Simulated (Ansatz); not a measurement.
GeH5N (SMILES [NH2][GeH3]) moved off its minimum; all values from Ansatz (a quantum-chemistry and plane-wave program), cores frozen in correlated methods.
(charge 0, multiplicity 1)
```xyz
7

Ge    -0.31995     0.11489     0.15641
N      1.41906    -0.16147    -0.10700
H     -1.09240    -0.91272    -0.91771
H     -0.48993     1.54638    -0.21944
H     -0.88107    -0.24623     1.48502
H      1.83230    -1.25510    -0.00415
H      1.89141     0.55246     0.28990
```

Task: Give the forces (eV/Å), the total energy and the dipole at CCSD(T)/cc-pVTZ.

Result: 
```csv
atom,Fx,Fy,Fz
Ge1,-1.872,-1.992,-2.026
N2,0.472,-6.684,-1.683
H3,0.594,1.079,0.975
H4,-0.331,0.994,-0.105
H5,-0.424,-0.091,1.165
H6,-1.290,4.601,-0.012
H7,2.851,2.092,1.686
```
Energy -2133.1461 hartree, dipole 1.36 D.
